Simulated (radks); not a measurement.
Results of a calculation; reference values are marked as such.
Task: Ce14+, configuration [Kr] 4d(3/2: 4, 5/2: 4). Level of theory: Dirac Kohn-Sham, BLYP, spin-unpolarised, spherical densities, finite nucleus; Fermi nuclear charge, rms radius 4.8771 fm (a radial shooting solver on a logarithmic mesh with Libxc functionals). Some entries of the table are withheld. Estimate them.

orbital  occ.  eigenvalue (hartree)  <r> (bohr)
1s1/2       2             -1488.867         (1)
2s1/2       2             -246.7834      0.1047
2p1/2       2                   (2)     0.08792
2p3/2       4                   (3)     0.09412
3s1/2       2             -60.87845      0.2779
3p1/2       2             -55.29962      0.2676
3p3/2       4             -52.05941      0.2796
3d3/2       4             -42.30971         (4)
3d5/2       6             -41.61241         (5)
4s1/2       2             -19.66155      0.6223
4p1/2       2             -17.54803      0.6359
4p3/2       4             -16.79922      0.6595
4d3/2       4             -13.28787      0.6906
4d5/2       4             -13.14728      0.6980

Result: 
(1) 1s1/2 <r> (bohr): 0.02457
(2) 2p1/2 eigenvalue (hartree): -233.6080
(3) 2p3/2 eigenvalue (hartree): -217.1831
(4) 3d3/2 <r> (bohr): 0.2506
(5) 3d5/2 <r> (bohr): 0.2544
